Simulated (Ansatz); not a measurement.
## ClHNSi2−: where a starting geometry ends

The starting geometry of this gas-phase singlet was optimised with GFN2-xTB.

```yaml
atoms:
  - { symbol: Cl, position_ang: [-0.9245, -1.8682, 1.8867] }
  - { symbol: N, position_ang: [0.2373, 1.0186, 0.1283] }
  - { symbol: Si, position_ang: [1.8393, 0.5697, -0.1615] }
  - { symbol: Si, position_ang: [-1.1770, 0.6307, 0.8279] }
  - { symbol: H, position_ang: [1.7465, 0.0831, -1.6208] }
```

Q: Where would you expect an optimisation with B3LYP-D3(BJ)/def2-SVPD to take it?

A: A new bond forms, giving a structure given below by its coordinates. Contacts that close: Cl1–Si4 (2.73 → 2.31 Å).

The energy falls by 0.34 eV over 17 steps:

```json
{"step": "1", "E − E(last) (eV)": "0.344"}
{"step": "3", "E − E(last) (eV)": "0.125"}
{"step": "5", "E − E(last) (eV)": "0.091"}
{"step": "6", "E − E(last) (eV)": "0.054"}
{"step": "8", "E − E(last) (eV)": "0.006"}
{"step": "10", "E − E(last) (eV)": "0.002"}
{"step": "12", "E − E(last) (eV)": "0.000"}
{"step": "13", "E − E(last) (eV)": "0.000"}
{"step": "15", "E − E(last) (eV)": "0.000"}
{"step": "17", "E − E(last) (eV)": "0.000"}
```

Final geometry (Å):

```yaml
atoms:
  - { symbol: Cl, position_ang: [-1.2143, -1.6097, 1.9551] }
  - { symbol: N, position_ang: [0.3531, 0.5229, 0.2416] }
  - { symbol: Si, position_ang: [1.9161, 0.8151, -0.2920] }
  - { symbol: Si, position_ang: [-1.1495, 0.4526, 0.9084] }
  - { symbol: H, position_ang: [1.8161, 0.2529, -1.7525] }
```

No frequencies were run, so the end isn't proven a minimum. Run with Ansatz 0.2.0, 2.2 min on 1 thread of Arm Neoverse N1, on a shared host.
